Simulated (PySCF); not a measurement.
Ge(OMe)(SiH3) (CH₆GeOSi), SMILES C[O][Ge][SiH3] (connectivity only; charge and spin as stated), neutral, multiplicity 1.

Geometry optimised at B3LYP-D3(BJ)/def2-SVP. The structure was generated by enumeration; whether it is a known compound was not checked. Other conformers were not sampled.

Computed with PBE/def2-TZVP (PySCF).

The molecule is in vacuum.

```
Item                                                                                                            Result
---------------------------------------------------------------------------------------------  -----------------------
total energy                                                                                       -2482.87062 hartree
point group                                                                                                         Cs
highest occupied level                                                                                        -5.33 eV
lowest empty level                                                                                            -3.32 eV
orbital gap                                                                                                    2.01 eV
dipole moment                                                                                                   0.72 D
quadrupole, principal values (traceless, Buckingham form, about the centre of nuclear charge)    -8.78, 3.64, 5.14 D·Å
mean static polarisability                                                                       85.7 bohr³ (12.69 Å³)
polarisability, principal values                                                               62.8, 89.3, 104.8 bohr³
```
